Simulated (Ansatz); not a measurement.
`[NH2][Zr]([OH])([F])[Cl]` + `C=C(S)I` → `[OH][Zr]([F])([Cl])[I]` + `C=C(N)S`  (formal exchange of groups at a Zr–N bond)

Gas-phase electronic energies from Ansatz, PBE0-D4/def2-TZVP geometries. CCSD(T)/CBS is the MP2 limit (def2-TZVPP, def2-QZVPP) plus CCSD(T) − MP2 in def2-TZVPP, frozen cores. Functionals use def2-TZVPP. Elements past krypton have def2 core potentials. For I, Zr outer-core shells are correlated without core-valence functions, which leaves a few kJ/mol of doubt a bond. Each species was taken in one conformer, which may not be the lowest.

```tsv
level	ΔE (kcal/mol)
BLYP-D4	-19.7
r2SCANh	-24.9
LC-ωPBE	-23.9
HF/CBS(def2)	-27.7
```

Task: What does CCSD(T)/CBS give? (An estimate is asked.)

Result: Ansatz gave: -20.7 kcal/mol. The listed levels differ from it by 1.0, -4.2, -3.2, -7.0 kcal/mol.

Task: What do rigid-rotor, harmonic-oscillator terms from PBE0-D4/def2-TZVP frequencies (298.15 K, 1 bar) make of the CCSD(T)/CBS value? (Best estimate.)

Result: Ansatz gave: ΔZPE = +2.2 kcal/mol, ΔH = -18.7 kcal/mol, ΔS = -8 J/(mol·K), ΔG = -18.2 kcal/mol.

Largest T1 diagnostic among the species: 0.016.

At CCSD(T), def2-SVP lies −4.6 kcal/mol from the extrapolated value and def2-TZVPP −0.8 kcal/mol. The D4 term adds +0.8 kcal/mol with B3LYP and +0.3 kcal/mol with PBE0; it sums over pairs of atoms, weighted by their polarisabilities, and B3LYP, whose exchange is more repulsive, gets the larger term. From r2SCAN to r2SCAN0 (25 % exact exchange), in def2-TZVPP and without D4, ΔE moves by −1.4 kcal/mol.

CCSD(T)/CBS has its own doubt, a few kJ/mol and more with outer-core shells, so smaller differences from it don't rank the levels.

B3LYP here is the variant with VWN-RPA as its local correlation; programs differ in this.
